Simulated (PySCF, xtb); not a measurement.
Ge2H6O, SMILES [GeH3][O][GeH3].

Harmonic wavenumbers (cm⁻¹) from GFN2-xTB in xtb 6.7.1 at its own minimum, in rising order: 19, 61, 83, 317, 572, 579, 588, 606, 653, 783, 792, 800, 802, 811, 812, 1924, 1926, 1992, 2005, 2038, 2045.

Q: What does PBE0-D3(BJ)/def2-SVP in PySCF give at its own minimum? (Estimate from the structure and the level; the computed values follow.)

A: 44, 63, 108, 469, 621, 624, 659, 682, 811, 869, 874, 876, 878, 904, 946, 2139, 2139, 2145, 2149, 2183, 2186. Paired by order, the mean absolute difference is 103 cm⁻¹ and the zero-point energies are 28.9 and 32.0 kcal/mol.
